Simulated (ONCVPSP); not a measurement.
**Before and after: ONCV potential for Cl (Z = 17)**

```
Element                 : Cl
Generator               : ONCVPSP 4.0.1
Type                    : optimised norm-conserving Vanderbilt (ONCV)
Functional              : BLYP
Relativity              : scalar-relativistic
Frozen core             : [Ne]
Valence charge          : 7
Reference configuration : 3s2 3p5
Partial waves           : 3s: rc 1.15 bohr, ncon 4, nbas 8, qcut 6.2 1/bohr, 2 projectors, debl 1.5 Ha; 3p: rc 1.55 bohr, ncon 5, nbas 9, qcut 5.8 1/bohr, 2 projectors, debl 4 Ha
Local potential         : polynomial inside 0.80 bohr (lpopt 5, dvloc0 0 Ha)
Core correction         : none
```

All-electron outer shells of the reference configuration (BLYP, scalar-relativistic, ld1.x):

| shell | level (eV) | outermost node (bohr) | outermost maximum (bohr) |
| --- | --- | --- | --- |
| 2s | -252.59 | 0.12 | 0.36 |
| 2p | -191.73 | – | 0.30 |
| 3s | -20.54 | 0.55 | 1.27 |
| 3p | -8.46 | 0.53 | 1.43 |

Change: p: nproj 1.

Cutoffs: the cutoffs (Ha) at which the residual kinetic energy of the hardest occupied pseudo-wave falls to 1 and 0.1 mHa per electron; they do not see the model core or the augmentation charge, which bear on the density cutoff. Errors are all-electron minus pseudo energies relative to the spin-unpolarised reference configuration.

Q: What does the change do?

A: The potential gets neither clearly harder nor softer (16 Ha and 48 Ha → 16 Ha and 48 Ha); of the 4 tests that both files solve, the error grows in 4 and shrinks in 0 by more than 15 % and 0.3 meV (median size 35.9 → 59.2 meV); the range in which the p phases agree narrows (upper end at the end of the scan → 2.4); neither file shows a bound ghost.

```tsv
quantity	base	changed
cutoff, loose	16 Ha	16 Ha
cutoff, tight	48 Ha	48 Ha
bound ghosts	none	none
GHOST(+) flags under 300 eV	s at 93.0 eV	s at 93.0 eV
error for 3s2 3p4, meV [ΔE 13.73 eV]	+0.7	+3.8
error for 3s2 3p3, meV [ΔE 39.03 eV]	+13	+27
error for 3s2 3p2, meV [ΔE 77.20 eV]	+59	+91
error for 3s2 3p1, meV [ΔE 129.35 eV]	+189	+229
s: phases at 1.17 bohr within 0.05 rad from the reference energy up to (Ha; the scan ends near 5)	3.4	3.4
p: phases at 1.57 bohr within 0.05 rad from the reference energy up to (Ha; the scan ends near 5)	to the end of the scan	2.4
```
